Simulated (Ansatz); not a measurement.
Consider the redistribution: `[CH3][AlH][B](F)[GeH3]` + `[OH][SnH3]` → `[CH3][AlH][SnH3]` + `O[B](F)[GeH3]`.

Gas-phase electronic energies from Ansatz, PBE0-D4/def2-TZVP geometries. CCSD(T)/CBS adds triple-zeta CCSD(T) − MP2 to the extrapolated MP2 energy (def2 sets, frozen cores). DFT in def2-TZVPP. B3LYP here is the variant with VWN-RPA as its local correlation; programs differ in this. Elements past krypton have def2 core potentials. For Ge, Sn outer-core shells are correlated without core-valence functions, which leaves a few kJ/mol of doubt a bond. Scalar relativity is left out up to krypton. Each species was taken in one conformer, which may not be the lowest.

| level | ΔE (kcal/mol) |
| --- | --- |
| PBE-D4 | -54.0 |
| B3LYP-D4 | -54.0 |
| ωB97M-V | -54.9 |
| B2PLYP | -54.6 |
| PBE | -54.3 |
| SCS-MP2/def2-TZVPP | -54.0 |
| SCS-MP2/def2-QZVPP | -53.4 |
| CCSD/CBS(def2) | -54.0 |

Problem. What does CCSD(T)/CBS give? (Best estimate.)

Solution. The calculation gave: -53.6 kcal/mol. The listed levels differ from it by -0.4, -0.4, -1.3, -1.0, -0.7, -0.4, 0.2, -0.4 kcal/mol.

Largest T1 diagnostic among the species: 0.014.

From PBE to PBE0 (25 % exact exchange), in def2-TZVPP and without D4, ΔE moves by −1.9 kcal/mol.
